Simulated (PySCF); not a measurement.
A PySCF script (with the pyscf-properties extension) for the NMR shieldings of `O=COC(=O)OCB(Cl)Cl`, C3H3BCl2O4, on a GFN2-xTB geometry:

```python
import basis_set_exchange as bse
import numpy as np
from pyscf import gto, dft
from pyscf.prop import nmr

atoms = """
O     2.828274   -0.171084    1.079220
C     2.835644    0.182404   -0.040905
O     1.728092    0.360463   -0.856903
C     0.486700    0.150652   -0.435366
O     0.190045   -0.201981    0.711772
O    -0.409721    0.349211   -1.331622
C    -1.727022    0.097760   -0.774976
B    -1.423991   -0.337699    0.791948
Cl   -1.762841   -2.060094    1.176878
Cl   -1.965721    0.853216    2.024089
H     3.704081    0.437960   -0.662378
H    -2.301227    1.017404   -0.894218
H    -2.186701   -0.677726   -1.389012
"""
names = dict.fromkeys(["O", "C", "B", "Cl", "H"], "pcSseg-1")
basis = {el: gto.basis.parse(bse.get_basis(n, elements=[el], fmt="nwchem")) for el, n in names.items()}
mol = gto.M(atom=atoms, basis=basis, charge=0, verbose=0)
mf = dft.RKS(mol, xc="PBE0")
mf.grids.level = 2
mf.grids.alignment = dft.numint.BLKSIZE   # the property module wants whole blocks of grid points
mf.conv_tol = 1e-9
mf.kernel()

calc = nmr.RKS(mf)   # GIAO
C = mf.mo_coeff
Co = C[:, mf.mo_occ > 0]
resp = mf.gen_response(singlet=True, hermi=2)
def vind(x):   # induced exchange potential for any number of trial vectors
    d = np.einsum("pi,xij,qj->xpq", C, 2 * x.reshape(-1, C.shape[1], Co.shape[1]), Co, optimize=True)
    return np.einsum("xpq,pi,qj->xij", resp(d - d.transpose(0, 2, 1)), C, Co, optimize=True).ravel()
mo1, _ = nmr.rhf.solve_mo1(calc, with_cphf=vind)
sigma = calc.kernel(mo1)
for i, s in enumerate(sigma):   # ppm
    w = np.linalg.eigvalsh((s + s.T) / 2)
    print("%2d %-2s iso %8.1f  s11 %8.1f  s22 %8.1f  s33 %8.1f" % (i, mol.atom_pure_symbol(i), w.mean(), *w))
```

**Question.** Give the expected output.

**Answer.** 
```
 0 O  iso   -170.9  s11   -506.5  s22   -294.5  s33    288.4
 1 C  iso     32.4  s11    -90.9  s22     65.2  s33    122.9
 2 O  iso     73.7  s11    -97.5  s22    136.5  s33    182.1
 3 C  iso     17.7  s11    -41.2  s22     41.6  s33     52.8
 4 O  iso     45.2  s11   -101.1  s22     10.7  s33    226.0
 5 O  iso    127.5  s11    -24.9  s22    195.6  s33    211.7
 6 C  iso    108.0  s11     84.2  s22     88.4  s33    151.4
 7 B  iso     87.0  s11     80.2  s22     87.4  s33     93.4
 8 Cl iso    842.9  s11    749.1  s22    839.7  s33    939.9
 9 Cl iso    842.8  s11    749.4  s22    839.0  s33    940.0
10 H  iso     23.8  s11     19.0  s22     23.6  s33     28.8
11 H  iso     27.4  s11     24.0  s22     27.4  s33     30.7
12 H  iso     27.4  s11     24.0  s22     27.4  s33     30.7
```

These numbers come from an equivalent density-fitted implementation of the same equations, which agrees with the script to about 0.01 ppm for H and up to a few tenths of a ppm for heavy atoms, so last digits may differ.

Size and cost of the density-fitted run: 199 basis functions, 95 s wall time on 1 thread of an Intel Xeon, shared host; peak memory 0.88 GiB.
